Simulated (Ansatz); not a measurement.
Job for Ansatz (a program for electronic structure): U-B3LYP/def2-TZVPP on F2Pb (SMILES [F][Pb][F]), a point of a bond scan (R = 2.056 Å). Elements past Kr take the def2 small-core potentials; no spin–orbit coupling.

Ansatz 0.2 input:
```yaml
crystal:
  periodic: [false, false, false]
  atoms:
    - {symbol: Pb, position_ang: [0.02962032, -0.01891666, 0.24316538]}
    - {symbol: F, position_ang: [0.64537948, 1.41035110, -1.09979278]}
    - {symbol: F, position_ang: [-0.91525349, -1.23799932, -1.11571404]}
basis:
  gaussian:
    orbitals: def2-TZVPP
hamiltonian:
  xc: {name: B3LYP}
magnetization: {spin_polarized: true, initial_magnetization: 0}
```

The log:

```
WARN ansatz: RAYON_NUM_THREADS=1 ignored (pool sized by the plan → 1); use --threads N
Functional definition: B3LYP
integrals: 0.03 GiB planned
742 factors; their error is unknown
mean field: 0.42 GiB planned
mean field evaluation 1: about -10681.9879 eV, gradient 4.5e1 eV
mean field evaluation 2: about -10612.0403 eV, gradient 1.5e2 eV
mean field evaluation 4: about -10688.5699 eV, gradient 3.9e0 eV
mean field evaluation 8: about -10688.6677 eV, gradient 1.9e-1 eV
mean field evaluation 16: about -10688.6677 eV, gradient 1.3e-5 eV
mean field -10688.66771182 eV, -392.8012933702 hartree, gradient 1.3e-5 eV, S^2 0.000000; 0 other end points of the search recorded, 0 dependent functions left out
reference -10688.66791674 eV, -392.8013009009 hartree; 20, 20 occupied and 92, 92 virtual orbitals, 742 factors
Total energy: -10688.66791674 eV, -392.8013009009 hartree
```

The run converged.

Cost: very roughly 1.9 core-seconds.
